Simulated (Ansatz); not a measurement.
ZrO2⁻. Charge -1, multiplicity 2. Geometry PBE-D4/def2-TZVPD; atoms count from 1.

Cartesian coordinates in Å:
```
Zr -0.6250 -0.2116 0.2597
O 0.0503 1.4739 0.3536
O 0.5747 -1.2623 -0.6133
```

In the def2 sets Zr takes a core potential; there is no spin–orbit coupling. The structure comes from a short search, and lower isomers may exist.

Estimate the Mulliken populations from the PBE0/def2-TZVPD orbitals of Ansatz.


```
atom  charge (e)  spin (α − β)  d electrons
 Zr1        0.69          1.20         2.14
  O2       -0.84         -0.10            –
  O3       -0.84         -0.10            –
```
Mulliken values and Mayer orders depend strongly on the basis. With diffuse functions, as here, like atoms can get unlike values, and bond orders can come out too low or too high.

Where does the spin sit?

Summed by element: Zr 1.20, O -0.20, of 1 unpaired in all. Largest on single atoms: Zr1 1.20, O2 -0.10, O3 -0.10.

And the Mayer bond orders between bonded heavy atoms (over 0.3)?

Zr1–O2 1.60 (1.82 Å); Zr1–O3 1.60 (1.82 Å).
